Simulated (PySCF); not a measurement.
CH4B2Cl, CH5BN, CH4BO, CH4AlBN and others (calculated)

Computed with PySCF 2.14.0. Calculation on a computer-drawn molecule: the log of a Hartree-Fock and frozen-core CCSD(T) single point meant for a local Hartree-Fock minimum, with one planted fault or none, to be diagnosed. Offsets are logged minus clean, where the clean run is the same molecule without the fault. The reference is restricted for singlets and unrestricted otherwise, and also for a bond in bohr or an excited solution. Adding or removing an electron swaps singlet and doublet. The excited solution moves the top pair (singlet) or top alpha electron (doublet) to the lowest empty orbital. Highest occupied and lowest empty are orbital energies over both spins, largest force is the largest gradient component, triples share is (T) over the correlation energy, the T1 limit is 0.02 restricted and 0.045 unrestricted, electrons count all cores, a negative frequency is imaginary (commonest isotopes), and the dipole is about the centre of nuclear charge.

Common to all runs: meant charge 0; meant multiplicity 2; logged SCF converged yes; possible faults no fault, one electron removed, one electron added, multiplicity raised by two, geometry at a saddle point, SCF held on an excited solution, minimal basis STO-3G, one bond length entered in bohr, all coordinates scaled.

(1) 
```xyz
8
formula=CH4B2Cl meant_basis=cc-pV(D+d)Z logged_electrons=37 logged_basis_functions=85 logged_spin_squared=0.7581 logged_highest_occupied=-10.939 logged_lowest_empty=0.81599 logged_largest_force=0.017182 logged_T1_diagnostic=0.014628 logged_D1_diagnostic=0.052876 logged_triples_share=0.026825 logged_CC_converged=yes logged_dipole_magnitude=2.0017 logged_SCF_stable_within_its_kind=yes logged_energy_HF=-549.05116 logged_energy_CCSD(T)=-549.5291 planted_fault=all_coordinates_scaled,by_+2.4_% HF_energy_offset_from_clean_run=2.365 CCSD(T)_energy_offset_from_clean_run=1.118
C      0.9976    -1.6260    -1.6592
B     -0.0981    -0.6193    -1.1304
B     -1.3165    -1.0390     0.0420
Cl    -2.9090    -1.7177    -0.5230
H      1.0622    -2.6879    -1.3335
H      1.7731    -1.3311    -2.3998
H     -0.0892     0.5339    -1.5708
H     -1.2142    -0.9001     1.2559
```

Units: logged_highest_occupied, logged_lowest_empty in eV; logged_largest_force in hartree/bohr; logged_dipole_magnitude in debye; logged_energy_HF, logged_energy_CCSD(T) in hartree; HF_energy_offset_from_clean_run, CCSD(T)_energy_offset_from_clean_run in kcal/mol.

Drawn bonds:
```
atom  other atom  order
   1           2      1
   2           3      1
   3           4      1
   1           5      1
   1           6      1
   2           7      1
   3           8      1
```

(2) 
```xyz
8
formula=CH5BN meant_basis=cc-pVDZ logged_electrons=23 logged_basis_functions=67 logged_spin_squared=1.0589 logged_highest_occupied=-0.96892 logged_lowest_empty=-1.2149 logged_largest_force=0.029202 logged_dipole_magnitude=2.8241 logged_SCF_stable_within_its_kind=no logged_energy_HF=-119.6444 planted_fault=SCF_held_on_an_excited_solution HF_energy_offset_from_clean_run=179.4
C     -0.0613    -0.9097    -0.4618
B     -0.6913     0.4419    -0.0252
N     -1.4873     1.1899    -0.8972
H     -0.2030    -1.3385    -1.4517
H      0.5586    -1.5065     0.1996
H     -0.5058     0.8777     1.0822
H     -1.6955     0.9072    -1.8324
H     -1.9026     2.0597    -0.6395
```

Units: logged_highest_occupied, logged_lowest_empty in eV; logged_largest_force in hartree/bohr; logged_dipole_magnitude in debye; logged_energy_HF in hartree; HF_energy_offset_from_clean_run in kcal/mol.

Drawn bonds:
```
atom  other atom  order
   1           2      1
   2           3      1
   1           4      1
   1           5      1
   2           6      1
   3           7      1
   3           8      1
```

Notes: coupled-cluster numbers left out as unreliable.

(3) 
```xyz
8
formula=CH5BN meant_basis=cc-pVDZ logged_electrons=23 logged_basis_functions=20 logged_spin_squared=0.7649 logged_highest_occupied=-8.5922 logged_lowest_empty=6.4974 logged_largest_force=0.02726 logged_T1_diagnostic=0.020692 logged_D1_diagnostic=0.099325 logged_triples_share=0.016552 logged_CC_converged=yes logged_dipole_magnitude=1.4851 logged_SCF_stable_within_its_kind=yes logged_energy_HF=-118.42189 logged_energy_CCSD(T)=-118.58864 planted_fault=minimal_basis_STO-3G HF_energy_offset_from_clean_run=946.5 CCSD(T)_energy_offset_from_clean_run=1108
C     -0.0613    -0.9097    -0.4618
B     -0.6913     0.4419    -0.0252
N     -1.4873     1.1899    -0.8972
H     -0.2030    -1.3385    -1.4517
H      0.5586    -1.5065     0.1996
H     -0.5058     0.8777     1.0822
H     -1.6955     0.9072    -1.8324
H     -1.9026     2.0597    -0.6395
```

Units: logged_highest_occupied, logged_lowest_empty in eV; logged_largest_force in hartree/bohr; logged_dipole_magnitude in debye; logged_energy_HF, logged_energy_CCSD(T) in hartree; HF_energy_offset_from_clean_run, CCSD(T)_energy_offset_from_clean_run in kcal/mol.

Drawn bonds:
```
atom  other atom  order
   1           2      1
   2           3      1
   1           4      1
   1           5      1
   2           6      1
   3           7      1
   3           8      1
```

(4) 
```xyz
8
formula=CH5BN meant_basis=cc-pVDZ logged_electrons=23 logged_basis_functions=67 logged_spin_squared=0.7617 logged_highest_occupied=-9.8887 logged_lowest_empty=2.4667 logged_largest_force=3.421e-05 logged_lowest_frequency=279.47 logged_T1_diagnostic=0.01574 logged_D1_diagnostic=0.069539 logged_triples_share=0.02546 logged_CC_converged=yes logged_dipole_magnitude=1.5558 logged_SCF_stable_within_its_kind=yes logged_energy_HF=-119.93029 logged_energy_CCSD(T)=-120.3536 planted_fault=no_fault HF_energy_offset_from_clean_run=0 CCSD(T)_energy_offset_from_clean_run=0
C     -0.0613    -0.9097    -0.4618
B     -0.6913     0.4419    -0.0252
N     -1.4873     1.1899    -0.8972
H     -0.2030    -1.3385    -1.4517
H      0.5586    -1.5065     0.1996
H     -0.5058     0.8777     1.0822
H     -1.6955     0.9072    -1.8324
H     -1.9026     2.0597    -0.6395
```

Units: logged_highest_occupied, logged_lowest_empty in eV; logged_largest_force in hartree/bohr; logged_lowest_frequency in cm⁻¹; logged_dipole_magnitude in debye; logged_energy_HF, logged_energy_CCSD(T) in hartree; HF_energy_offset_from_clean_run, CCSD(T)_energy_offset_from_clean_run in kcal/mol.

Drawn bonds:
```
atom  other atom  order
   1           2      1
   2           3      1
   1           4      1
   1           5      1
   2           6      1
   3           7      1
   3           8      1
```

(5) 
```xyz
7
formula=CH4BO meant_basis=cc-pVDZ logged_electrons=23 logged_basis_functions=62 logged_spin_squared=0.7588 logged_highest_occupied=-10.716 logged_lowest_empty=1.8597 logged_largest_force=1.824e-05 logged_lowest_frequency=283.77 logged_T1_diagnostic=0.015256 logged_D1_diagnostic=0.063808 logged_triples_share=0.02322 logged_CC_converged=yes logged_dipole_magnitude=2.0845 logged_SCF_stable_within_its_kind=yes logged_energy_HF=-139.76678 logged_energy_CCSD(T)=-140.19659 planted_fault=no_fault HF_energy_offset_from_clean_run=0 CCSD(T)_energy_offset_from_clean_run=0
C     -1.6091    -0.1251     1.2907
B     -0.4977    -0.2774     0.2173
O      0.5821    -1.0780     0.3868
H     -2.4717     0.5168     1.1448
H     -1.5934    -0.6465     2.2461
H     -0.5527     0.3190    -0.8233
H      0.6018    -1.5361     1.2135
```

Units: logged_highest_occupied, logged_lowest_empty in eV; logged_largest_force in hartree/bohr; logged_lowest_frequency in cm⁻¹; logged_dipole_magnitude in debye; logged_energy_HF, logged_energy_CCSD(T) in hartree; HF_energy_offset_from_clean_run, CCSD(T)_energy_offset_from_clean_run in kcal/mol.

Drawn bonds:
```
atom  other atom  order
   1           2      1
   2           3      1
   1           4      1
   1           5      1
   2           6      1
   3           7      1
```

(6) 
```xyz
8
formula=CH4AlBN meant_basis=cc-pV(D+d)Z logged_electrons=35 logged_basis_functions=85 logged_spin_squared=3.7792 logged_highest_occupied=-5.2636 logged_lowest_empty=0.28146 logged_largest_force=0.12033 logged_T1_diagnostic=0.081623 logged_D1_diagnostic=0.47825 logged_triples_share=0.030084 logged_CC_converged=yes logged_dipole_magnitude=3.6119 logged_SCF_stable_within_its_kind=yes logged_energy_HF=-361.12912 logged_energy_CCSD(T)=-361.56664 planted_fault=multiplicity_raised_by_two HF_energy_offset_from_clean_run=47.77 CCSD(T)_energy_offset_from_clean_run=73.62
C      2.2773     0.4402    -2.1476
B      2.4017     0.7058    -0.6135
N      1.3197     1.1455     0.1653
Al     0.0922     1.6515     1.0916
H      1.3439     0.5799    -2.6897
H      3.1107     0.1026    -2.7592
H      3.4886     0.5164    -0.1019
H     -1.0869     2.1366     1.9738
```

Units: logged_highest_occupied, logged_lowest_empty in eV; logged_largest_force in hartree/bohr; logged_dipole_magnitude in debye; logged_energy_HF, logged_energy_CCSD(T) in hartree; HF_energy_offset_from_clean_run, CCSD(T)_energy_offset_from_clean_run in kcal/mol.

Drawn bonds:
```
atom  other atom  order
   1           2      1
   2           3      1
   3           4      2
   1           5      1
   1           6      1
   2           7      1
   4           8      1
```

Notes: T1 above single-reference limit.

(7) 
```xyz
8
formula=C2H4BO meant_basis=cc-pVDZ logged_electrons=30 logged_basis_functions=76 logged_spin_squared=0 logged_highest_occupied=0.077631 logged_lowest_empty=9.6697 logged_largest_force=0.0291 logged_T1_diagnostic=0.016574 logged_D1_diagnostic=0.055677 logged_triples_share=0.031224 logged_CC_converged=yes logged_dipole_magnitude=3.3782 logged_SCF_stable_within_its_kind=yes logged_energy_HF=-177.57349 logged_energy_CCSD(T)=-178.17267
C     -0.7309    -1.4868    -1.1381
C      0.5152    -2.3038    -0.9262
B      1.5171    -2.1939    -2.1099
O      2.2832    -2.1095    -3.0157
H     -0.7206    -0.4246    -0.9298
H     -1.5324    -1.8763    -1.7525
H      1.0404    -1.9867    -0.0210
H      0.2711    -3.3621    -0.7997
```

Units: logged_highest_occupied, logged_lowest_empty in eV; logged_largest_force in hartree/bohr; logged_dipole_magnitude in debye; logged_energy_HF, logged_energy_CCSD(T) in hartree.

Drawn bonds:
```
atom  other atom  order
   1           2      1
   2           3      1
   3           4      2
   1           5      1
   1           6      1
   2           7      1
   2           8      1
```

Notes: highest electron not bound in this basis.

(8) 
```xyz
9
formula=C2H5BCl meant_basis=cc-pV(D+d)Z logged_electrons=39 logged_basis_functions=29 logged_spin_squared=0.7663 logged_highest_occupied=-8.6051 logged_lowest_empty=5.648 logged_largest_force=0.020046 logged_T1_diagnostic=0.012243 logged_D1_diagnostic=0.059299 logged_triples_share=0.014099 logged_CC_converged=yes logged_dipole_magnitude=2.003 logged_SCF_stable_within_its_kind=yes logged_energy_HF=-556.66325 logged_energy_CCSD(T)=-556.83776
C      0.1742     1.9457    -0.4022
C      0.9453     1.3956     0.7706
B      2.3899     1.0906     0.2186
Cl     3.7112     2.2533     0.4286
H      0.2531     2.9942    -0.6617
H     -0.2682     1.2776    -1.1309
H      0.9641     2.1185     1.5879
H      0.4745     0.4744     1.1248
H      2.6445     0.1104    -0.4143
```

Units: logged_highest_occupied, logged_lowest_empty in eV; logged_largest_force in hartree/bohr; logged_dipole_magnitude in debye; logged_energy_HF, logged_energy_CCSD(T) in hartree.

Drawn bonds:
```
atom  other atom  order
   1           2      1
   2           3      1
   3           4      1
   1           5      1
   1           6      1
   2           7      1
   2           8      1
   3           9      1
```

## Withheld values
1. C2H4BO (entry 7): planted fault?
2. Which fault was planted in the run of C2H5BCl (entry 8)?

## Answers
1. one electron added
2. minimal basis STO-3G

Further results for C2H4BO (entry 7):

```
HF energy offset from clean run      : 41.83 kcal/mol
CCSD(T) energy offset from clean run : 19.56 kcal/mol
```

Further results for C2H5BCl (entry 8):

```
HF energy offset from clean run      : 3875 kcal/mol
CCSD(T) energy offset from clean run : 4109 kcal/mol
```
